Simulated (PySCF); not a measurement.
Compound: C₃H₆O₂S₂Si (charge +1 and doublet state).
Numbering: `[O+:1]=[CH:2][O:3][SiH:4]1[S:5][CH2:6][CH2:7][S:8]1` (hydrogens: H9 on C2; H10 on Si4; H11, H12 on C6; H13, H14 on C7)

Structure used (GFN2-xTB), in Å, numbered top down from 1:
```
atom  x, y, z in Å
O1     3.6931    0.7271   -0.5934
C2     3.2879   -0.0892    0.1530
O3     1.9725   -0.1748    0.4953
Si4    0.7476    0.7731    0.0247
S5    -0.2733   -0.1547   -1.6712
C6    -1.9361   -0.2104   -0.9498
C7    -1.9656   -0.5154    0.5346
S8    -0.8069    0.4463    1.5380
H9     3.8549   -0.8727    0.6668
H10    0.9978    2.1827   -0.1644
H11   -2.4904   -0.9721   -1.5014
H12   -2.3983    0.7585   -1.1539
H13   -2.9615   -0.3322    0.9436
H14   -1.7222   -1.5666    0.7116
```

The hyperfine couplings belong to this conformer and change with its torsions.

Method used: UKS B3LYP, pcH-1 on C H O S Si, non-relativistic, mean-field spin-orbit, GIAO (PySCF). Geometry: GFN2-xTB, one conformer, isolated ion. The geometry wasn't refined by DFT: couplings that depend on bond lengths, twists or pyramidal angles can differ widely from those at the functional's own minimum, by a factor of two or more for some ions and for spin on atoms past the first row. The SCF solution wasn't tested for stability.

Q: Give the principal g shifts and their parts.

A: 
| Δg (ppt) | 1 | 2 | 3 |
| --- | --- | --- | --- |
| relativistic mass correction | -0.24 | -0.24 | -0.24 |
| gauge correction | -0.01 | 0.04 | 0.04 |
| orbital Zeeman/spin–orbit | 0.15 | 24.83 | 29.24 |
| total | -0.10 | 24.64 | 29.05 |

So g = 2.00222, 2.02696, 2.03137 and g_iso = 2.02018; the tensor is rhombic: the two nearest values differ by 15 % of g3 − g1. Axes: g2 points within 15° of the Si4–S8 bond and g3 points within 9° of the C7–S8 bond.

Q: What are the electron Larmor frequencies g μB B/h along the three axes at 350 mT?

A: 9.8083, 9.9294, 9.9510 GHz for g1, g2 and g3, a range of 142.8 MHz.

Q: At 9.508 GHz, how far is the centre of the isotropic spectrum from where a free electron (g = 2.002319) resonates?

A: B = hν/(g μB) with μB/h = 13.99624 MHz/mT gives 339.27 mT for the free electron and 336.27 mT at g_iso, 3.00 mT lower.

Q: In a frozen sample, at which fields do the three g values resonate at 9.5, 34, 94 and 263 GHz (hyperfine left aside), and which band first spreads them over more than twice a line width of 0.5 mT?

A: 
| band | GHz | B(g3) mT | B(g2) mT | B(g1) mT | spread mT |
| --- | --- | --- | --- | --- | --- |
| X | 9.5 | 334.14 | 334.86 | 339.00 | 4.86 |
| Q | 34.0 | 1195.86 | 1198.46 | 1213.26 | 17.41 |
| W | 94.0 | 3306.19 | 3313.39 | 3354.32 | 48.13 |
| J | 263.0 | 9250.29 | 9270.43 | 9384.95 | 134.66 |

The spread grows in proportion to the frequency. X band is the first where it exceeds 1.0 mT.

Largest spin populations (Mulliken): S8 (+0.53) and S5 (+0.43).

The HOMO–LUMO gaps are 6.67 eV among the α and 1.20 eV among the β orbitals.

The SMILES draws the unpaired electron on O1; the largest computed Mulliken spin population is on S8 (0.53 against 0.01).
